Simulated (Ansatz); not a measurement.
Computed with Ansatz.

A structure relaxed at PBE0-D4/def2-TZVP, charge 0, multiplicity 1:

```tsv
atom	x (Å)	y (Å)	z (Å)
B1	2.288	-1.599	0.037
O2	1.182	-1.114	-0.527
B3	0.031	-0.656	-1.021
Si4	-1.454	-0.049	0.210
Al5	-1.190	2.367	0.557
H6	2.363	-2.779	0.224
H7	3.161	-0.832	0.328
H8	-0.055	-0.565	-2.216
H9	-2.776	-0.325	-0.425
H10	-1.391	-0.769	1.517
H11	-0.323	2.913	1.772
H12	-1.835	3.407	-0.457
```

Question: Give its formula and SMILES.

Answer: AlB2H7OSi, `BOB[SiH2][AlH2]`.

Question: Summarise the bond lengths by kind.

Answer: 2 × B–O 1.332 to 1.334 Å; 3 × B–H 1.197 to 1.202 Å; 1 × B–Si 2.022 Å; 1 × Al–Si 2.456 Å; 2 × H–Si 1.492 to 1.493 Å; 2 × Al–H 1.589 Å.
